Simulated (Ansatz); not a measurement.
[Te3]- (Te3⁻), 3 atoms. Hardware: 4 threads of Arm Neoverse V2 on a shared host.

In the def2 sets Te takes a core potential; there is no spin–orbit coupling.

Task: How many basis functions does each of these Ansatz runs have, and roughly what does it cost? r2SCAN-D4/def2-SVPD, charge -1 doublet, relaxation, 4 steps; PBE0-D4/def2-SVPD, charge -1 doublet, energy, from earlier orbitals; HF/STO-3G, charge -1 doublet, energy; r2SCAN-D4/def2-TZVPD, charge 0 triplet at the geometry of the charge -1 doublet, energy, from earlier orbitals; PBE-D4/def2-SVPD, charge -1 doublet, energy, from earlier orbitals; PBE0-D4/def2-SVP, charge 0 singlet at the geometry of the charge -1 doublet, energy with a search over starts; LDA (SPW92)/def2-TZVPD, charge -1 doublet, energy and forces, from earlier orbitals; PBE-D4/def2-TZVPD, charge -1 doublet, energy, from earlier orbitals; PBE-D4/def2-TZVPD, charge 0 singlet at the geometry of the charge -1 doublet, energy, from earlier orbitals; CAM-B3LYP-D4/def2-TZVPD, charge -1 doublet, energy, from earlier orbitals; r2SCANh-D4/def2-TZVPD, charge -1 doublet, energy, from earlier orbitals; B3LYP-D4/def2-TZVPD, charge -1 doublet, energy, from earlier orbitals.

Result: Other jobs shared the machine, so times can vary by a factor of up to 3. A dash marks memory too small to be measured apart from the calling script's.

| run | functions | fitting or Cholesky vectors | wall time | peak host memory (GiB) |
| --- | --- | --- | --- | --- |
| PBE0-D4/def2-SVP, charge 0 singlet at the geometry of the charge -1 doublet, energy with a search over starts | 78 | 1004 | 0.9 s | – |
| PBE-D4/def2-SVPD, charge -1 doublet, energy, from earlier orbitals | 105 | 1140 | 1.3 s | – |
| LDA (SPW92)/def2-TZVPD, charge -1 doublet, energy and forces, from earlier orbitals | 177 | 1347 | 1.6 s | – |
| PBE-D4/def2-TZVPD, charge 0 singlet at the geometry of the charge -1 doublet, energy, from earlier orbitals | 177 | 1347 | 1.6 s | – |
| PBE0-D4/def2-SVPD, charge -1 doublet, energy, from earlier orbitals | 105 | 1332 | 2.4 s | – |
| PBE-D4/def2-TZVPD, charge -1 doublet, energy, from earlier orbitals | 177 | 1347 | 2.5 s | – |
| HF/STO-3G, charge -1 doublet, energy | 81 | 853 | 3.1 s | – |
| B3LYP-D4/def2-TZVPD, charge -1 doublet, energy, from earlier orbitals | 177 | 1431 | 4.6 s | 0.65 |
| r2SCANh-D4/def2-TZVPD, charge -1 doublet, energy, from earlier orbitals | 177 | 1347 | 7.5 s | 0.7 |
| CAM-B3LYP-D4/def2-TZVPD, charge -1 doublet, energy, from earlier orbitals | 177 | 1431 | 7.5 s | 0.82 |
| r2SCAN-D4/def2-TZVPD, charge 0 triplet at the geometry of the charge -1 doublet, energy, from earlier orbitals | 177 | 1347 | 14 s | 0.56 |
| r2SCAN-D4/def2-SVPD, charge -1 doublet, relaxation, 4 steps | 105 | 1140 | 17 s | – |
